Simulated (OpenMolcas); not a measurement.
## How basis sets differ on MoCl4O (SMILES O=[Mo](Cl)(Cl)(Cl)Cl)

The species is MoCl4O (6 atoms), meant as a singlet with charge 0. SMILES: `O=[Mo](Cl)(Cl)(Cl)Cl`. The shape is that of a PBE0-D4/def2-TZVP optimisation.

Each level gives the dipole moment (D). The values are calculated.

```json
{"level": "HF/ANO-R0 (sfX2C)", "kind": "Hartree–Fock", "program": "OpenMolcas", "value (D)": "4.39", "CPU time": "13 s"}
{"level": "HF/ANO-RCC-MB (DKH2)", "kind": "Hartree–Fock", "program": "OpenMolcas", "value (D)": "2.08", "CPU time": "18 s"}
{"level": "HF/STO-3G", "kind": "Hartree–Fock", "program": "OpenMolcas", "value (D)": "3.80", "CPU time": "9.9 s"}
{"level": "HF/3-21G", "kind": "Hartree–Fock", "program": "OpenMolcas", "value (D)": "2.53", "CPU time": "19 s"}
{"level": "HF/def2-SVP (core potential)", "kind": "Hartree–Fock", "program": "OpenMolcas", "value (D)": "1.34", "CPU time": "43 s"}
```

All-electron rows without a relativistic Hamiltonian named are non-relativistic, while core potentials hold scalar relativity, so basis and relativity change together. The values span 1.34 to 4.39 D. Magnitudes only. Sets without polarisation functions give poor dipoles. CPU times are rough (shared hosts, several kinds of processor and program).
